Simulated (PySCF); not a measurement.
# Pt (platinum, neutral): PBE0 calculation

Configuration: [Xe] 4f14 5d9 6p1, one real determinant (an excited configuration). All numbers are calculated (PySCF 2.14, a scalar-relativistic core potential, in aug-cc-pwCVTZ-PP with ECP60MDF (8s8p7d4f3g, 122 functions)).

```json
{"Total energy": "-119.1964 hartree", "One-electron energy": "-207.3763 hartree", "Hartree (Coulomb) energy": "99.7760 hartree", "Exchange-correlation energy": "-11.5960 hartree", "⟨S²⟩": "2.0009", "⟨L²⟩": "8.135", "Sum of ⟨r⟩": "28.30 bohr", "Sum of ⟨r²⟩": "63.77 bohr²", "Traceless quadrupole moment −½Σ⟨3z² − r²⟩ along its main axis": "-9.04 e·bohr²"}
```

```json
{"shell": "5s α", "electrons": "1", "mean orbital energy (eV)": "-108.22", "spread (eV)": "0", "rms radius, mean of both spins (bohr)": "1.03"}
{"shell": "5s β", "electrons": "1", "mean orbital energy (eV)": "-107.44", "spread (eV)": "0", "rms radius, mean of both spins (bohr)": "1.03"}
{"shell": "5p α", "electrons": "3", "mean orbital energy (eV)": "-62.138", "spread (eV)": "1.066", "rms radius, mean of both spins (bohr)": "1.19"}
{"shell": "5p β", "electrons": "3", "mean orbital energy (eV)": "-61.155", "spread (eV)": "0.174", "rms radius, mean of both spins (bohr)": "1.19"}
{"shell": "5d α", "electrons": "5", "mean orbital energy (eV)": "-9.882", "spread (eV)": "1.272", "rms radius, mean of both spins (bohr)": "1.83"}
{"shell": "5d β", "electrons": "4", "mean orbital energy (eV)": "-9.155", "spread (eV)": "0.222", "rms radius, mean of both spins (bohr)": "1.83"}
{"shell": "6p α", "electrons": "1", "mean orbital energy (eV)": "-2.753", "spread (eV)": "0", "rms radius, mean of both spins (bohr)": "4.80"}
```

⟨L²⟩ = 8.14 against 12 for a pure F term, so this real determinant mixes terms. Energies and moments cover only the electrons outside the core potential. Spin-orbit coupling, absent here, splits the open shell strongly.
